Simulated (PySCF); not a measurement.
These compounds are isomers of formula C$_{7}$H$_{8}$N$_{2}$O.

A. `C=Cc1nnc(C2CC2)o1`
B. `CC(=O)c1ccc(C)nn1`
C. `CC(=O)c1cc(C)cnn1`
D. `CC(=O)/N=C(C)/C=C\C#N`

Spectrum 1. ¹H NMR (500 MHz, computed): δ 9.52 (s, 1H), 8.22 (s, 1H), 3.13 (s, 3H), 2.54 (s, 3H). ¹³C{¹H} NMR (computed): δ 205.6 (C), 158.4 (C), 158.0 (CH), 142.1 (C), 130.0 (CH), 30.3 (CH3), 20.6 (CH3).

Spectrum 2. ¹H NMR (500 MHz, computed): δ 7.26 (m, 1H), 6.67 (m, 1H), 5.97 (m, 1H), 1.90 (m, 1H), 1.40 (m, 2H), 1.17 (m, 2H). ¹³C{¹H} NMR (computed): δ 176.8 (C), 170.6 (C), 130.0 (CH2), 126.8 (CH), 14.3 (CH2), 9.8 (CH).

Spectrum 3. ¹H NMR (500 MHz, computed): δ 6.86 (d, 1H), 5.65 (d, 1H), 2.35 (s, 3H), 2.11 (s, 3H). ¹³C{¹H} NMR (computed): δ 179.3 (C), 156.2 (C), 152.9 (CH), 122.5 (C), 113.9 (CH), 29.1 (CH3), 24.5 (CH3).

Spectrum 4. ¹H NMR (500 MHz, computed): δ 8.33 (d, 1H), 7.58 (d, 1H), 3.10 (s, 3H), 3.04 (s, 3H). ¹³C{¹H} NMR (computed): δ 205.1 (C), 165.5 (C), 158.1 (C), 130.5 (CH), 129.9 (CH), 30.1 (CH3), 25.5 (CH3).

[PySCF 2.14: coordinates at the GFN2-xTB level; NMR shieldings at PBE0/pcSseg-1/GIAO; no solvent; averaged over atoms made equivalent by symmetry, fast rotation or ring inversion; one computed conformer; non-relativistic]

Referencing at the same level of theory: ¹H and ¹³C against TMS. Where no couplings were computed, multiplicities follow the n + 1 count of equivalent neighbours, and m marks all less simple cases (inequivalent or close neighbours, rings, F or P nearby). Shifts are as computed. Against solution values, carbons near 30 ppm lie about +3 ppm off and those near 130 ppm about +5 ppm. Of 1211 compounds with measured shifts, 218 miss one by over three times the rms of a fit or turn the order of signals round; such compounds aren't used in these exercises.

Q: Match each spectrum to its structure.

A: 1–C, 2–A, 3–D, 4–B.

- Spectrum 1 (C): 7 ¹³C signals; δC 205.6 is a ketone carbonyl carbon; δC 158.0 is an aromatic CH next to a ring nitrogen.
- Spectrum 2 (A): 6 ¹³C signals; δC 130.0 is a terminal =CH2 carbon; δC 126.8 is an alkene CH.
- Spectrum 3 (D): 7 ¹³C signals; δC 179.3 is an amide carbonyl carbon; δC 152.9 is an alkene CH.
- Spectrum 4 (B): 7 ¹³C signals; δC 205.1 is a ketone carbonyl carbon; δC 130.5 is an aromatic CH.
